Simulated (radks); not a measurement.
Dynamic dipole polarisability and lines of the chromium ion Cr14+, [Ne]. Calculated with a radial shooting solver on a logarithmic mesh with Libxc functionals: non-relativistic Kohn-Sham, LDA (Slater exchange, Perdew-Wang correlation), spin-unpolarised, spherical densities, point nucleus. Time-dependent linear response with the Hartree and adiabatic LDA kernel, continuum included through the Sternheimer equations. Lines are the poles of the dipole polarisability below minus the highest occupied eigenvalue, found on a grid refined at the orbital gaps; the lowest seven at most are given, and weak or close lines can be missed. The first line takes the name of the lowest orbital gap if no other gap lies below it; otherwise a line is named after a gap within 0.6 % of it, if that gap stands alone.

| photon energy (eV) | alpha (bohr^3) |
|---|---|
| 0 | 0.008603 |
| 47.728 | 0.008623 |
| 143.18 | 0.008945 |
| 238.64 | 0.009676 |
| 334.09 | 0.01103 |
| 429.55 | 0.01372 |
| 525.00 | 0.02098 |
| 620.46 | 0.05106 |
| 715.91 | -0.02712 |
| 811.37 | -0.02170 |
| 906.82 | -0.003260 |

Lines (eV, oscillator strength): 577.33 (2.148 nm, 2p-3s), f = 0.186; 653.58 (1.897 nm, unassigned), f = 2.54; 697.98 (1.776 nm, 2s-3p), f = 0.464; 766.09 (1.618 nm, 2p-4s), f = 0.0363; 795.54 (1.558 nm, 2p-4d), f = 0.668; 844.65 (1.468 nm, 2p-5s), f = 0.0127. Higher lines, where found, are left out when the end of the mesh affects them. Those listed give 74 % of the static polarisability (sum of f/w^2). Orbital energy gaps for comparison: 2p-3s 576.10 eV; 2p-3d 643.09 eV; 2s-3p 697.30 eV; 2p-4s 765.69 eV; 2p-4d 791.58 eV.
